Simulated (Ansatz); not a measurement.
Born–Oppenheimer molecular dynamics of F$_{4}$GeH$_{4}$Si (10 atoms, charge 0, multiplicity 1). It starts at the highest image of a converged band. Of that band: Neighbouring images differ by up to 1.7 eV, so the band resolves the path poorly. A vibrational analysis at the climbing image gives one clearly imaginary mode, 1175i cm⁻¹: a first-order saddle point.

These are results of RKS PBE0/def2-SVP (Ansatz 0.2.0), not measurements.

| Item | Value |
| --- | --- |
| ensemble | NVE (velocity Verlet) |
| time step | 0.5 fs |
| steps asked | 200 |
| starting velocities drawn for | 300 K |
| seed | 8252 |

First frame:

```xyz
10
Properties=species:S:1:pos:R:3
Ge -0.193 -0.131 0.015
F 0.187 -0.757 1.799
F 1.080 1.010 0.070
F -1.155 0.567 -1.266
F 0.226 -1.630 -0.693
Si -2.602 0.254 1.081
H -3.345 -0.590 0.113
H -2.999 -0.072 2.485
H -2.686 1.714 0.834
H -1.000 -0.366 1.615
```

Problem. How far do the bonds stretch over the last three quarters of this one trajectory? (Pairs bonded in most of those frames.)

Solution. 
```tsv
bond	mean (Å)	spread (Å)	shortest	longest
Ge1–F3	1.724	0.016	1.70	1.76
Ge1–F4	1.746	0.037	1.68	1.80
Ge1–F5	1.736	0.044	1.66	1.79
Ge1–Si6	2.386	0.165	2.18	2.69
F2–H10	0.933	0.048	0.86	1.00
Si6–H7	1.490	0.005	1.48	1.50
Si6–H8	1.497	0.017	1.46	1.53
Si6–H9	1.491	0.007	1.48	1.50
```

Mean temperature of the second half: 1411 K. The conserved energy stayed within 0.38 meV per atom of its start (net change -0.34 meV per atom), so the integration is sound. The kinetic energy rose, since the run started high on the potential surface and went downhill. It ends in pieces (F3GeH3Si + FH), so much of that is their flight and rotation, not heat. A run of 0.1 ps of so small a system gives no equilibrium averages. The orbitals stay closed-shell, which can raise the energy where a bond breaks towards radicals; this wasn't checked here.

Time of the run: 7.9 min on 4 threads of Arm Neoverse V1, with other jobs on the host, peak memory 0.35 GiB.
